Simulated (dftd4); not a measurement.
CdI (SMILES [Cd][I]), doublet, geometry from GFN2-xTB (such geometries of metal compounds can be far from the true shape) (the spin is typed, not shown lowest); D4 for r2scan (dftd4).

dftd4 was given this input:
```
$ dftd4 mol.xyz --func r2scan --charge 0 --json dftd4.json --noedisp --property

# file mol.xyz
2

Cd    -0.00000000    -0.00000000    -1.49381317
I      0.00000000     0.00000000     1.35288740
```

**Question.** Predict the main parts of the log of this dftd4 run.

**Answer.** 
```
                    ____  _____ _____     ____  _  _
      -------------|  _ \|  ___|_   _|---|  _ \| || |------------
     |             | | | | |_    | | ___ | | | | || |_           |
     |             | |_| |  _|   | ||___|| |_| |__   _|          |
     |             |____/|_|     |_|     |____/   |_|            |
     |             ===================================           |
     |            E. Caldeweyher, S. Ehlert & S. Grimme          |
     |          Mulliken Center for Theoretical Chemistry        |
     |                    University of Bonn                     |
      -----------------------------------------------------------

Rational (Becke-Johnson) damping: r2scan-D4-ATM
---------------------
  s6         1.0000
  s8         0.6019
  s9         1.0000
  a1         0.5156
  a2         5.7734
 alp        16.0000
--------------------

Atomic data, radii in Ångström:
------------------------------------------------------
   Z          R(cov)      r4/r2   hardness         EN
------------------------------------------------------
  48 Cd       1.6400     2.9543     0.2572     1.6900
  53 I        1.7600     2.9281     0.4104     2.6600
------------------------------------------------------

Atomic reference systems (in atomic units):
----------------------------------------------------------------------------
   Z        #      CN     q+Z       C6(AA)   #      CN     q+Z       C6(AA)
----------------------------------------------------------------------------
  48 Cd     1  0.0000 20.0000     476.2250   2  1.7753 20.2190     223.4542
  53 I      1  0.0000 25.0000     353.7504   2  0.9124 24.8626     380.6589
----------------------------------------------------------------------------

Atomic properties (in atomic units):
----------------------------------------------------------------------------
     #    Z              CN          q      C6(AA)        C8(AA)   alpha(0)
----------------------------------------------------------------------------
     1   48 Cd       0.8093     0.4420    402.8913    37672.2597    46.1732
     2   53 I        0.8093    -0.4420    404.1220    37118.4069    34.7254
----------------------------------------------------------------------------

Molecular properties (in atomic units):
----------------------------------------
 molecular C6                1592.8720
 molecular C8              147618.8922
----------------------------------------

Dispersion energy:      -3.7608380374349E-04 Eh

[Info] JSON dump of results written to 'dftd4.json'
```
